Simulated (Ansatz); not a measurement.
Geometry optimisation, DFT PBE, scalar-relativistic, plane waves, PAW (Ansatz).

Input:

```yaml
crystal:
  lattice:
    - [7.398, 0.0, 0.0]
    - [-3.699, 6.406856, 0.0]
    - [0.0, 0.0, 13.0]
  atoms:
    - { symbol: C, position: [0.0, 0.0, 0.0769231] }
    - { symbol: C, position: [0.2222222, 0.1111111, 0.0769231] }
    - { symbol: C, position: [0.0, 0.3333333, 0.0769231] }
    - { symbol: C, position: [0.2222222, 0.4444444, 0.0769231] }
    - { symbol: C, position: [0.0, 0.6666667, 0.0769231] }
    - { symbol: C, position: [0.2222222, 0.7777778, 0.0769231] }
    - { symbol: C, position: [0.3333333, 0.0, 0.0769231] }
    - { symbol: C, position: [0.5555556, 0.1111111, 0.0769231] }
    - { symbol: C, position: [0.3333333, 0.3333333, 0.0769231] }
    - { symbol: C, position: [0.5555556, 0.4444444, 0.0769231] }
    - { symbol: C, position: [0.3333333, 0.6666667, 0.0769231] }
    - { symbol: C, position: [0.5555556, 0.7777778, 0.0769231] }
    - { symbol: C, position: [0.6666667, 0.0, 0.0769231] }
    - { symbol: C, position: [0.8888889, 0.1111111, 0.0769231] }
    - { symbol: C, position: [0.6666667, 0.3333333, 0.0769231] }
    - { symbol: C, position: [0.8888889, 0.4444444, 0.0769231] }
    - { symbol: C, position: [0.6666667, 0.6666667, 0.0769231] }
    - { symbol: C, position: [0.8888889, 0.7777778, 0.0769231] }
    - { symbol: "N", position: [0.6002377, 0.8649959, 0.1846154] }
    - { symbol: H, position: [0.5850972, 0.8541411, 0.2638462] }
basis:
  ecutwfc: 420.0
kpoints:
  mp_grid: { grid: [2, 2, 1] }
hamiltonian:
  xc: pbe
  pseudopotentials: { kind: paw, azcp: { folder: soft_1 } }
scf:
  occupations: { method: fermi_dirac, width: 0.02 }
  lower_state_search: "off"
relax:
  f_tol: 0.03
  max_steps: 60
  adjacent_minimum: "off"
output:
  write_density: true
  write_potential: true
  elf: true
  volumetric_format: npy
```

Launched with:

```bash
$ ansatz run input.yaml --threads 1 --pin off --max-ram 3072MiB --backend cpu --events-out ev --progress --plain --runs-dir out
```

**Question.** Where does it end, and by what steps?

**Answer.** The run converged. Limits of this set-up: slab without dipole correction, open-shell adsorbate without spin, a typed lattice constant that wasn't relaxed here. After 11 steps the energy has fallen by 2.756 eV; H20 moved furthest, 0.92 Å.

```csv
step,energy less start (eV),largest force component (eV/Å),accepted
0,0.0000,3.650,yes
1,-1.2268,2.777,yes
2,-1.5752,6.194,yes
3,-1.9651,1.198,yes
4,-2.1767,1.525,yes
5,-2.3772,1.327,yes
6,-2.6237,1.375,yes
7,-2.7116,1.198,yes
8,-2.7493,0.343,yes
9,-2.7556,0.152,yes
10,-2.7562,0.032,yes
11,-2.7563,0.009,yes
```

```xyz
20
Lattice="7.3980 0.0000 0.0000 -3.6990 6.4069 0.0000 0.0000 0.0000 13.0000" Properties=species:S:1:pos:R:3
C 0.030 -0.004 0.993
C 1.271 0.705 0.937
C -1.186 2.121 0.928
C 0.033 2.825 0.929
C -2.428 4.241 0.937
C -1.187 4.950 0.988
C 2.512 -0.005 0.988
C 3.709 0.706 1.028
C 1.272 2.113 0.933
C 2.513 2.825 0.928
C 0.010 4.240 1.028
C 1.273 4.918 1.334
C 4.972 0.028 1.333
C 6.236 0.710 1.029
C 3.732 2.120 0.929
C 4.971 2.833 0.933
C 2.537 4.236 1.029
C 3.729 4.949 0.993
N 1.324 5.676 2.618
H 0.377 5.676 3.017
```

Whether the end is a true minimum wasn't checked by a vibrational analysis.

Run time: 77 s on 1 thread of Intel(R) Xeon(R) Platinum 8488C (Sapphire Rapids), with other jobs on the host, peak memory 0.73 GiB.
